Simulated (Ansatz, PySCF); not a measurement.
The PySCF input:
```python
from pyscf import gto, scf, dft

mol = gto.Mole()
mol.atom = '''
    C     3.146100    1.082700    0.210700
    O     2.188500    0.094400    0.488600
    C     0.940800    0.369900   -0.094800
    C    -0.049800   -0.721500    0.324800
    C     0.401400   -2.097900   -0.132700
    O    -1.326700   -0.459400   -0.269300
    C    -2.107800    0.458400    0.308000
    C    -3.413600    0.585200   -0.433300
    O    -1.800600    1.087200    1.285700
    H     2.832000    2.061100    0.595000
    H     3.324500    1.171600   -0.869000
    H     4.063600    0.774100    0.706700
    H     1.022300    0.388700   -1.194300
    H     0.564900    1.348100    0.241300
    H    -0.155100   -0.687900    1.416300
    H    -0.323200   -2.850000    0.167500
    H     0.498200   -2.113600   -1.214900
    H     1.364500   -2.317200    0.317800
    H    -3.217600    0.889200   -1.458400
    H    -4.042800    1.318500    0.060100
    H    -3.909700   -0.381600   -0.455800
'''
mol.basis = 'sto-3g'
mol.charge = 0
mol.spin = 2
mol.verbose = 3
mol.build()

mf = dft.UKS(mol)
mf.xc = 'pbe0'
mf.grids.atom_grid = (99, 590)
mf.grids.prune = None
mf.kernel()
```

Question: Convert this to an input for Ansatz (an electronic-structure program).

Answer: This is not unique; one that fits is 
Ansatz 0.2 input:
```yaml
crystal:
  periodic: [false, false, false]
  atoms:
    - {symbol: C, position_ang: [3.14610000, 1.08270000, 0.21070000]}
    - {symbol: O, position_ang: [2.18850000, 0.09440000, 0.48860000]}
    - {symbol: C, position_ang: [0.94080000, 0.36990000, -0.09480000]}
    - {symbol: C, position_ang: [-0.04980000, -0.72150000, 0.32480000]}
    - {symbol: C, position_ang: [0.40140000, -2.09790000, -0.13270000]}
    - {symbol: O, position_ang: [-1.32670000, -0.45940000, -0.26930000]}
    - {symbol: C, position_ang: [-2.10780000, 0.45840000, 0.30800000]}
    - {symbol: C, position_ang: [-3.41360000, 0.58520000, -0.43330000]}
    - {symbol: O, position_ang: [-1.80060000, 1.08720000, 1.28570000]}
    - {symbol: H, position_ang: [2.83200000, 2.06110000, 0.59500000]}
    - {symbol: H, position_ang: [3.32450000, 1.17160000, -0.86900000]}
    - {symbol: H, position_ang: [4.06360000, 0.77410000, 0.70670000]}
    - {symbol: H, position_ang: [1.02230000, 0.38870000, -1.19430000]}
    - {symbol: H, position_ang: [0.56490000, 1.34810000, 0.24130000]}
    - {symbol: H, position_ang: [-0.15510000, -0.68790000, 1.41630000]}
    - {symbol: H, position_ang: [-0.32320000, -2.85000000, 0.16750000]}
    - {symbol: H, position_ang: [0.49820000, -2.11360000, -1.21490000]}
    - {symbol: H, position_ang: [1.36450000, -2.31720000, 0.31780000]}
    - {symbol: H, position_ang: [-3.21760000, 0.88920000, -1.45840000]}
    - {symbol: H, position_ang: [-4.04280000, 1.31850000, 0.06010000]}
    - {symbol: H, position_ang: [-3.90970000, -0.38160000, -0.45580000]}
basis:
  gaussian:
    orbitals: STO-3G
hamiltonian:
  xc: pbe0
magnetization: {spin_polarized: true, initial_magnetization: 2}
accuracy: high
```

Both were run: PySCF gave -454.924075 Eh and Ansatz -454.924075 Eh, 0.000 mEh apart.
